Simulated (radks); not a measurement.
The numbers below are computed, except where a source is named.
All-electron atom: La3+ in [Xe]. Level of theory: scalar-relativistic Kohn-Sham, BLYP, spin-polarised, spherical densities, point nucleus (a radial shooting solver on a logarithmic mesh with Libxc functionals).

Normalised radial functions P(r) = r R(r), r in bohr:

r              4d       5s      4f
0.001012   0.0000   0.0340  0.0000
0.001169   0.0000   0.0384  0.0000
0.001339   0.0000   0.0430  0.0000
0.001547   0.0000   0.0484  0.0000
0.001772   0.0000   0.0540  0.0000
0.00203    0.0000   0.0601  0.0000
0.002345   0.0001   0.0672  0.0000
0.002687   0.0001   0.0744  0.0000
0.003078   0.0001   0.0821  0.0000
0.003555   0.0002   0.0908  0.0000
0.004072   0.0002   0.0993  0.0000
0.004703   0.0004   0.1085  0.0000
0.005388   0.0005   0.1173  0.0000
0.006173   0.0008   0.1258  0.0000
0.00713    0.0011   0.1341  0.0000
0.008168   0.0016   0.1408  0.0000
0.009358   0.0024   0.1459  0.0000
0.01081    0.0035   0.1488  0.0000
0.01238    0.0050   0.1483  0.0000
0.0143     0.0074   0.1434  0.0000
0.01638    0.0106   0.1336  0.0001
0.01877    0.0150   0.1178  0.0001
0.02168    0.0218   0.0938  0.0002
0.02483    0.0306   0.0636  0.0004
0.02868    0.0436   0.0236  0.0006
0.03286    0.0604  -0.0208  0.0010
0.03765    0.0828  -0.0700  0.0016
0.04348    0.1142  -0.1241  0.0026
0.04981    0.1525  -0.1723  0.0042
0.05707    0.2007  -0.2119  0.0065
0.06591    0.2633  -0.2369  0.0104
0.07551    0.3334  -0.2373  0.0159
0.0872     0.4172  -0.2064  0.0247
0.09991    0.5016  -0.1447  0.0368
0.1145     0.5843  -0.0532  0.0539
0.1322     0.6592   0.0666  0.0793
0.1514     0.7049   0.1850  0.1119
0.1735     0.7111   0.2862  0.1548
0.2004     0.6586   0.3474  0.2130
0.2296     0.5410   0.3390  0.2812
0.2651     0.3391   0.2473  0.3670
0.3038     0.0815   0.0883  0.4593
0.348     -0.2228  -0.1148  0.5587
0.4019    -0.5624  -0.3295  0.6656
0.4605    -0.8599  -0.4770  0.7610
0.5318    -1.1063  -0.5218  0.8469
0.6093    -1.2408  -0.4312  0.9048
0.698     -1.2647  -0.2173  0.9340
0.8061    -1.1769   0.1008  0.9313
0.9236    -1.0131   0.4247  0.8982
1.058     -0.8063   0.7057  0.8396
1.222     -0.5805   0.9008  0.7563
1.4       -0.3907   0.9624  0.6640
1.617     -0.2328   0.9024  0.5580
1.852     -0.1288   0.7583  0.4559
2.122     -0.0638   0.5732  0.3576
2.451     -0.0265   0.3793  0.2632
2.808     -0.0100   0.2288  0.1871
3.217     -0.0032   0.1223  0.1255
3.715     -0.0008   0.0545  0.0761
4.257     -0.0002   0.0216  0.0432
4.916     0.0000   0.0067  0.0211
5.632     0.0000   0.0018  0.0095

4d: eigenvalue -126.90 eV, 1 radial node at r = 0.316 bohr, <r> = 0.767 bohr, 90 % of the charge inside 1.15 bohr. 5s: eigenvalue -61.469 eV, 4 radial nodes at r = 0.0309, 0.122, 0.323, 0.772 bohr, <r> = 1.54 bohr, 90 % of the charge inside 2.20 bohr. 4f (empty): eigenvalue -27.130 eV, 0 radial nodes, <r> = 1.12 bohr, 90 % of the charge inside 1.91 bohr.
